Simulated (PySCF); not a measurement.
How methods differ on the ionisation energy of Xe³⁺

Xe³⁺ [Kr] 4d10 5s2 5p3 [5p1/2^2 5p3/2^1, M_J = 3/2] → Xe⁴⁺ [Kr] 4d10 5s2 5p2 [5p1/2^2, M_J = 0], as a difference of total energies. Computed with PySCF 2.14 in x2c-TZVPall-2c, with the two-component X2C-1e Hamiltonian. Correlated levels: [Ar] 3d10 frozen; the 6 highest virtual spinors dropped. "Screened" scales the spin-orbit matrix elements by Boettger's factors to mimic the two-electron term; Breit and QED terms are absent.

```
                    method  ionisation energy (eV)
           GHF (spin-free)                  42.941
          GMP2 (spin-free)                  43.487
 GHF (screened spin-orbit)                  42.282
GMP2 (screened spin-orbit)                  42.517
```

The spin-free rows relax to the high-spin LS determinant and lack the spin-orbit shift.

Errors of the correlated levels include the incompleteness of this basis and the frozen core.

The labels give the starting determinants; with spin-orbit coupling the two ends relaxed to ⟨J²⟩ = 3.76, ⟨L²⟩ = 0.21, ⟨S²⟩ = 3.53 and ⟨J²⟩ = 0.00, ⟨L²⟩ = 1.35, ⟨S²⟩ = 1.35.

Which method comes closest to the reference value, and which is furthest?

The reference is 42.2 ± 0.2 eV (measured; NIST Atomic Spectra Database, ionization energies). Closest: GHF (screened spin-orbit) (error 0.082 eV); furthest: GMP2 (spin-free) (error 1.287 eV).
